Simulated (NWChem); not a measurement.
All runs are NWChem calculations. System: ClTl, charge 0, spin multiplicity 1, at a geometry optimised with B3LYP/def2-SVP with def2 effective core potentials on Tl. The structure started from a generated list of species. Level: RHF/def2-TZVP with def2 effective core potentials on Tl.

Job file:

```
start mol
memory heap 200 mb stack 900 mb global 1100 mb
geometry units angstroms nocenter noautoz
  Tl     0.000000     0.000000    -0.440461
  Cl     0.000000     0.000000     2.098665
  symmetry group C2v
end
basis spherical
  * library def2-tzvp
end
ecp
  Tl library def2-ecp
end
scf
  rhf
  nopen 0
  maxiter 100
  thresh 1e-7
  semidirect memsize 60000000 filesize 0
end
task scf energy
```

Output (cleaned and shortened):

```
             Northwest Computational Chemistry Package (NWChem) 7.3.0
             --------------------------------------------------------

                                NWChem Input Module
                                -------------------

 Scaling coordinates for geometry "geometry" by  1.889725989
 (inverse scale =  0.529177249)

 Turning off AUTOSYM since
 SYMMETRY directive was detected!

                             Geometry "geometry" -> ""
                             -------------------------

 Output coordinates in angstroms (scale by  1.889725989 to convert to a.u.)

  No.       Tag          Charge          X              Y              Z
 ---- ---------------- ---------- -------------- -------------- --------------
    1 Tl                  81.0000     0.00000000     0.00000000    -0.44046100
    2 Cl                  17.0000     0.00000000     0.00000000     2.09866500

 Effective nuclear repulsion energy (a.u.)     286.9794850167

            Nuclear Dipole moment (a.u.)
            ----------------------------
        X                 Y               Z
 ---------------- ---------------- ----------------
     0.0000000000     0.0000000000    -0.0000680301

      Symmetry information
      --------------------

 Group name             C2v
 Group number             16
 Group order               4
 No. of unique centers     2

      Symmetry unique atoms

     1    2


 Summary of "ao basis" -> "" (spherical)
 ------------------------------------------------------------------------------
       Tag                 Description            Shells   Functions and Types
 ---------------- ------------------------------  ------  ---------------------
 *                         def2-tzvp                  on all atoms

 Summary of "ao basis" -> "ao basis" (spherical)
 ------------------------------------------------------------------------------
       Tag                 Description            Shells   Functions and Types
 ---------------- ------------------------------  ------  ---------------------
 Tl                        def2-tzvp                16       50   6s5p3d2f
 Cl                        def2-tzvp                13       37   5s5p2d1f

                                 NWChem SCF Module
                                 -----------------

  ao basis        = "ao basis"
  functions       =    87
  atoms           =     2
  closed shells   =    19
  open shells     =     0
  charge          =   0.00
  wavefunction    = RHF
  use symmetry    = T
  symmetry adapt  = T

 Summary of "ao basis" -> "ao basis" (spherical)
 ------------------------------------------------------------------------------
       Tag                 Description            Shells   Functions and Types
 ---------------- ------------------------------  ------  ---------------------
 Tl                        def2-tzvp                16       50   6s5p3d2f
 Cl                        def2-tzvp                13       37   5s5p2d1f

      Symmetry analysis of basis
      --------------------------

        a1         37
        a2          8
        b1         21
        b2         21

 Forming initial guess at       0.1s

      Superposition of Atomic Density Guess
      -------------------------------------

 Sum of atomic energies:        -654.71458921

      Non-variational initial energy
      ------------------------------

 Total energy =    -630.920685
 1-e energy   =   -1084.953557
 2-e energy   =     379.630782
 HOMO         =      -0.330165
 LUMO         =       0.000960
[...]
                 1     -631.0699527154  5.98D-01  1.93D-01      2.1
                 2     -631.1059682169  1.70D-01  3.35D-02      2.1
                 3     -631.1082626371  5.12D-03  1.27D-03      2.2
                 4     -631.1082666366  1.21D-05  3.75D-06      2.4
                 5     -631.1082666367  7.53D-09  1.64D-09      2.5

       Final RHF  results
       ------------------

         Total SCF energy =   -631.108266636661
      One-electron energy =  -1086.463800381277
      Two-electron energy =    380.953445036576
 Nuclear repulsion energy =     74.402088708041

        Time for solution =      0.5s

       Symmetry analysis of molecular orbitals - final
       -----------------------------------------------

  Numbering of irreducible representations:

     1 a1          2 a2          3 b1          4 b2

  Orbital symmetries:

     1 a1          2 a1          3 a1          4 b2          5 b1
     6 a1          7 b2          8 b1          9 a1         10 a1
    11 a1         12 a2         13 b1         14 b2         15 a1
    16 a1         17 b2         18 b1         19 a1         20 b2
    21 b1         22 a1         23 b2         24 b1         25 a1
    26 a2         27 a1         28 a1         29 b2

             Final eigenvalues
             -----------------

              1
    1 -104.7545
    2  -10.4826
    3   -7.9489
    4   -7.9484
    5   -7.9484
    6   -5.6721
    7   -3.4994
    8   -3.4994
    9   -3.4934
   10   -1.0060
   11   -0.8755
   12   -0.8755
   13   -0.8693
   14   -0.8693
   15   -0.8634
   16   -0.5119
   17   -0.4005
   18   -0.4005
   19   -0.3593
   20    0.0144
   21    0.0144
   22    0.0642
   23    0.1414
   24    0.1414
   25    0.1909
   26    0.2465
   27    0.2465
   28    0.2675
   29    0.2833

                       ROHF Final Molecular Orbital Analysis
                       -------------------------------------

 Vector   17  Occ=2.000000D+00  E=-4.005254D-01  Symmetry=b2
              MO Center=  1.5D-29,  3.3D-15,  2.0D+00, r^2= 1.4D+00
   Bfn.  Coefficient  Atom+Function         Bfn.  Coefficient  Atom+Function
  ----- ------------  ---------------      ----- ------------  ---------------
    66      0.515636  2 Cl py                69      0.382545  2 Cl py
    63      0.242846  2 Cl py                57     -0.191723  2 Cl py

 Vector   18  Occ=2.000000D+00  E=-4.005254D-01  Symmetry=b1
              MO Center= -6.2D-16, -7.4D-30,  2.0D+00, r^2= 1.4D+00
   Bfn.  Coefficient  Atom+Function         Bfn.  Coefficient  Atom+Function
  ----- ------------  ---------------      ----- ------------  ---------------
    65      0.515636  2 Cl px                68      0.382545  2 Cl px
    62      0.242846  2 Cl px                56     -0.191723  2 Cl px

 Vector   19  Occ=2.000000D+00  E=-3.593057D-01  Symmetry=a1
              MO Center=  6.0D-16, -2.4D-15,  5.5D-01, r^2= 4.2D+00
   Bfn.  Coefficient  Atom+Function         Bfn.  Coefficient  Atom+Function
  ----- ------------  ---------------      ----- ------------  ---------------
     5      0.426512  1 Tl s                  6      0.405519  1 Tl s
    67      0.398057  2 Cl pz                 3     -0.338643  1 Tl s
    70      0.303651  2 Cl pz                 2      0.215104  1 Tl s
    64      0.183570  2 Cl pz                12      0.179962  1 Tl pz
    18     -0.176821  1 Tl pz                 4     -0.166621  1 Tl s

 Vector   20  Occ=0.000000D+00  E= 1.442691D-02  Symmetry=b2
              MO Center=  1.6D-29, -4.0D-14, -5.7D-01, r^2= 7.4D+00
   Bfn.  Coefficient  Atom+Function         Bfn.  Coefficient  Atom+Function
  ----- ------------  ---------------      ----- ------------  ---------------
    20      0.708520  1 Tl py                17      0.283940  1 Tl py
    11     -0.258270  1 Tl py                14      0.200041  1 Tl py
    69     -0.181183  2 Cl py

 Vector   21  Occ=0.000000D+00  E= 1.442691D-02  Symmetry=b1
              MO Center=  1.3D-14, -7.0D-30, -5.7D-01, r^2= 7.4D+00
   Bfn.  Coefficient  Atom+Function         Bfn.  Coefficient  Atom+Function
  ----- ------------  ---------------      ----- ------------  ---------------
    19      0.708520  1 Tl px                16      0.283940  1 Tl px
    10     -0.258270  1 Tl px                13      0.200041  1 Tl px
    68     -0.181183  2 Cl px

 Vector   22  Occ=0.000000D+00  E= 6.421571D-02  Symmetry=a1
              MO Center= -2.5D-15,  5.9D-15, -1.1D+00, r^2= 1.1D+01
   Bfn.  Coefficient  Atom+Function         Bfn.  Coefficient  Atom+Function
  ----- ------------  ---------------      ----- ------------  ---------------
    21      1.167612  1 Tl pz                18     -0.315175  1 Tl pz
     5      0.312399  1 Tl s                 55     -0.228570  2 Cl s
    34     -0.203404  1 Tl d  0              15      0.193344  1 Tl pz

 center of mass
 --------------
 x =   0.00000000 y =   0.00000000 z =  -0.13306317

 moments of inertia (a.u.)
 ------------------
         687.762740925820           0.000000000000           0.000000000000
           0.000000000000         687.762740925820           0.000000000000
           0.000000000000           0.000000000000           0.000000000000

  Mulliken analysis of the total density
  --------------------------------------

    Atom       Charge   Shell Charges
 -----------   ------   -------------------------------------------------------
    1 Tl  21    20.41   0.06 -0.56  1.74  0.78  1.10  0.81 -0.55  6.49  0.20  0.24  0.03  9.09  0.89  0.07  0.02  0.00
    2 Cl  17    17.59   2.01  0.45  1.52  1.07  0.91  4.18  1.69  1.07  2.83  1.85  0.00  0.01  0.00

       Multipole analysis of the density wrt the origin
       ------------------------------------------------

     L   x y z        total         open         nuclear
     -   - - -        -----         ----         -------
     0   0 0 0     -0.000000      0.000000     38.000000

     1   1 0 0      0.000000      0.000000      0.000000
     1   0 1 0     -0.000000      0.000000      0.000000
     1   0 0 1     -2.003653      0.000000     49.940968

     2   2 0 0    -27.223094      0.000000      0.000000
     2   1 1 0      0.000000      0.000000      0.000000
     2   1 0 1      0.000000      0.000000      0.000000
     2   0 2 0    -27.223094      0.000000      0.000000
     2   0 1 1     -0.000000      0.000000      0.000000
     2   0 0 2    -36.965471      0.000000    281.931367

 Task  times  cpu:        2.5s     wall:        2.5s

 Total times  cpu:        2.6s     wall:        2.6s
```
